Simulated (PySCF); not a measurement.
GeH2, neutral, multiplicity 1. Atoms are numbered in the order given.

```xyz
3

Ge     0.0000     0.0000     0.0661
H      0.0000     1.1380    -1.0573
H      0.0000    -1.1380    -1.0573
```
Charge 0, spin multiplicity 1.

Geometry: B3LYP-D3(BJ)/def2-TZVPD. The isomer is the one that the SMILES or the coordinates give; other isomers of the formula were not compared.

Computed with PySCF with HF/pcSseg-2.

GIAO shieldings, no solvent; atoms alike by connectivity are averaged. δ = σ(ref) − σ: ⁷³Ge against GeH4 (σ = 1766.1 ppm); ¹H against TMS (σ = 31.98 ppm), references at their B3LYP-D3(BJ)/def2-TZVP geometries, non-relativistic.

Computed chemical shifts:
| nucleus | atoms | count | δ (ppm) |
|---|---|---|---|
| ⁷³Ge | Ge1 | 1 | 1757.5 |
| ¹H | H2, H3 | 2 | 12.78 |
